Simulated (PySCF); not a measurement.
**How methods differ on the excitation energy of Te+**

Te+ [Kr] 4d10 5s2 5p3 (4S) → Te+ [Kr] 4d10 5s2 5p2 5d1 (high-spin determinant), as a difference of total energies. Computed with PySCF 2.14 in aug-cc-pVQZ-PP with one added diffuse shell each of s, p, d, f, g type with ECP28MDF (8s8p6d4f3g, 117 functions), with scalar relativity through the core potential. Correlated levels: valence: 4s2 4p6 4d10 frozen. The calculations carry no spin-orbit coupling.

```csv
method,excitation energy (eV)
UHF,11.135
LDA,10.575
PBE,10.420
PBE0,10.710
MP2 (valence),11.008
SCS-MP2 (valence),11.008
```

Task: How much does correlation contribute at MP2 (valence)?

Result: 11.008 − (11.135) = -0.127 eV, measured against UHF.

The promoted electron is Rydberg-like, and one or two diffuse shells describe it only roughly, which tends to raise the upper state.

The determinant of the upper state mixes LS terms, which raises its energy above the lowest term, most at the Hartree-Fock and MP2 levels.
